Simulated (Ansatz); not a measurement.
Molecule: CH3AlCl2O, charge 0, multiplicity 1. 
Coordinates optimised at B3LYP-D3(BJ)/def2-TZVP (Ansatz, a program for electronic structure):
```xyz
8

C     -2.7421    -0.2858     0.2119
O     -1.4298    -0.7777     0.0337
Al     0.0989    -0.1139    -0.0228
Cl     0.3767     1.9437     0.2035
Cl     1.7351    -1.3606    -0.3224
H     -3.1894    -0.7540     1.0913
H     -3.3472    -0.5400    -0.6611
H     -2.7599     0.7996     0.3461
```
Charge 0, spin multiplicity 1.

Property: vertical ionisation energy (to the doublet state of charge +1; each state is the SCF solution reached for its spin), in eV. Correlated levels leave the core frozen unless marked. UHF or UKS for open shells. No spin-orbit coupling. No relativistic terms. CBS(X,Y): correlation extrapolated as X^-3; Hartree-Fock from the larger set. [CCSD(T)-MP2]/basis is that difference in the basis named.

| level | program | vertical ionisation energy (eV) | minus last row |
|---|---|---|---|
| SVWN5/def2-TZVPD | Ansatz | 10.43 | -0.98 |
| r2SCAN/def2-TZVPD | Ansatz | 10.49 | -0.92 |
| B3LYP/def2-TZVPD | Ansatz | 10.76 | -0.65 |
| wB97X-V/def2-TZVPD | Ansatz | 11.15 | -0.26 |
| B2PLYP/def2-TZVPD | Ansatz | 11.12 | -0.29 |
| RI-MP2/CBS(aug-cc-pV(T+d)Z,aug-cc-pV(Q+d)Z)+[CCSD(T)-MP2]/aug-cc-pV(D+d)Z | Ansatz | 11.41 | 0.00 |
| RI-MP2/CBS(aug-cc-pV(T+d)Z,aug-cc-pV(Q+d)Z)+[CCSD(T)-MP2]/aug-cc-pV(T+d)Z | Ansatz | 11.41 | 0.00 |
